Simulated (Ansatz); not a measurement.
# A barrier at the coupled-cluster level

Start structure (Al₂NH₇ClO₄, doublet), relaxed at PBE0-D4/def2-TZVP:

| atom | x (Å) | y (Å) | z (Å) |
| --- | --- | --- | --- |
| Al1 | -1.4122 | 0.1116 | 0.4705 |
| O2 | -1.0915 | -0.4873 | -1.0918 |
| Al3 | -0.3719 | 0.9672 | -1.7705 |
| O4 | -0.7421 | 1.7267 | 0.0177 |
| O5 | 1.3652 | 0.7713 | -1.8278 |
| Cl6 | -3.1898 | 0.0924 | 1.6014 |
| H7 | 0.6962 | -1.0273 | 0.9828 |
| N8 | -0.0180 | -0.6219 | 1.6421 |
| H9 | 0.6069 | -1.7269 | -0.8917 |
| O10 | 1.4638 | -1.6077 | -0.4495 |
| H11 | -1.0804 | 2.6018 | 0.2051 |
| H12 | 1.8890 | 1.2771 | -2.4474 |
| H13 | 0.4343 | 0.0890 | 2.2083 |
| H14 | -0.3370 | -1.3523 | 2.2705 |
| H15 | 1.7875 | -0.8136 | -0.9198 |

The step: Al₂NH₅ClO₃ ([NH3][Al]1([Cl])[O][Al]([OH])[OH]1) + H₂O → Al₂NH₅ClO₃ ([NH2][Al]1([Cl])[OH][Al]([OH])[OH]1) + H₂O; bonds formed: O2–H9, H7–O10; dative contacts that become bonds: Al1–N8; bonds broken: H7–N8, H9–O10. Computed with Ansatz 0.2.0 (basis: def2-TZVPP and def2-QZVPP); correlated methods freeze the cores; orbitals are unrestricted. Extrapolation: Hartree–Fock as exp(−7.88 √X), correlation as X^−2.97. Energies below are by CCSD(T) at an estimated basis limit (MP2 extrapolated from triple and quadruple zeta, plus CCSD(T) − MP2 in triple zeta).

What are the electronic barrier and the energy of the step, from the start structure to the end structure? (Judge from chemistry; the value comes from the calculation.)

The calculation gives: Barrier 12.06 kcal/mol; step energy 0.87 kcal/mol (uphill); reverse barrier, their difference, 11.19 kcal/mol. Barrier and step energy count from the start structure, the reverse barrier from the end structure.

The saddle point: One imaginary mode of 774i cm⁻¹.
| pair | start (Å) | saddle (Å) | end (Å) |
| --- | --- | --- | --- |
| Al1–N8 | 1.96 | 1.88 | 1.81 |
| O2–H9 | 2.11 | 1.34 | 1.00 |
| H7–O10 | 1.73 | 1.13 | 0.98 |
| H7–N8 | 1.05 | 1.43 | 2.06 |
| H9–O10 | 0.97 | 1.12 | 1.68 |

Zero-point energy (harmonic, PBE0-D4): ZPE is 62.81 kcal/mol at the start and 59.34 kcal/mol at the saddle, so the barrier goes from 12.06 to 8.59 kcal/mol.

The T1 diagnostic stays at or below 0.013. ⟨S²⟩ of the unrestricted Hartree–Fock references: 0.75 (a pure state has 0.75).

Labels in which every atom is bracketed show which atoms are joined, not bond orders.

For scale, one of the runs: CCSD(T)/def2-TZVPP, 379 basis functions, launched by `ansatz run in.yaml --threads 4 --pin off --events-out ev --progress --plain --max-ram 66560MiB --backend cuda --devices 0, --max-vram 37GiB`. The run took 3 min on 4 CPU threads of an AMD EPYC 7R13 and a share of one NVIDIA H100 (shared host), with 1.8 GiB of host memory at its peak.
